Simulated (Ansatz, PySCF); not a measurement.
Species: BiH5, charge 0, multiplicity 1. 
Coordinates optimised at B3LYP-D3(BJ)/def2-TZVP (Ansatz, a program for electronic structure):
```
Bi
H 1 1.7992
H 1 1.7992 2 120.00
H 1 1.7992 2 120.00 3 -180.00
H 1 1.8661 2 90.00 3 -90.00
H 1 1.8661 2 90.00 5 180.00
```

Total electronic energies in hartree. Correlated levels leave the core frozen unless marked. Spin-orbit coupling is left out. The frozen core is the preceding noble-gas configuration, with the filled d and f shells of earlier blocks. In def2 rows, elements after Kr have scalar-relativistic effective core potentials. CBS marks a two-point X^-3 extrapolation of the correlation energy; Hartree-Fock from the larger set.

| level | program | energy (Eh) |
|---|---|---|
| HF/def2-SVP | Ansatz | -216.24526 |
| PBE-D3(BJ)/def2-TZVPD | Ansatz + dftd3 | -217.47705 |
| BLYP-D3(BJ)/def2-TZVPD | Ansatz + dftd3 | -217.42184 |
| BP86-D3(BJ)/def2-TZVPD | PySCF + dftd3 | -217.63344 |
| TPSS/def2-TZVPD | PySCF | -217.40868 |
| M06-L/def2-TZVPD | PySCF | -217.58707 |
| r2SCAN/def2-TZVPD | Ansatz | -217.55188 |
| PBE0-D3(BJ)/def2-TZVP | Ansatz + dftd3 | -217.45139 |
| PBE0/def2-TZVPD | Ansatz | -217.44924 |
| MN15-D3(BJ)/def2-TZVPD | PySCF + dftd3 | -217.00769 |
| HSE06-D3(BJ)/def2-TZVPD | Ansatz + dftd3 | -217.44918 |
| CAM-B3LYP/def2-TZVPD | Ansatz | -217.42102 |
| B2PLYP-D4/def2-TZVPD | Ansatz + dftd4 | -217.10897 |
| PBE-QIDH/def2-TZVPD | Ansatz | -217.09873 |
| MP2/def2-QZVPP | Ansatz | -216.45132 |
| MP2/CBS(def2-TZVPP,def2-QZVPP) | Ansatz | -216.4602 |
| SCS-MP2/def2-TZVPP | Ansatz | -216.45407 |
| CCSD/def2-SVP | Ansatz | -216.42098 |
| CCSD/def2-QZVPPD | Ansatz | -216.48716 |
| CCSD/CBS(def2-TZVPP,def2-QZVPP) | Ansatz | -216.4938 |
| CCSD(T)/def2-TZVPPD | Ansatz | -216.48244 |
| CCSDT/def2-SVP | Ansatz | -216.42655 |
| CCSD(T)/CBS(def2-TZVPPD,def2-QZVPPD) | Ansatz | -216.5011 |

Totals of different functionals don't rank their quality; only differences between species are comparable.
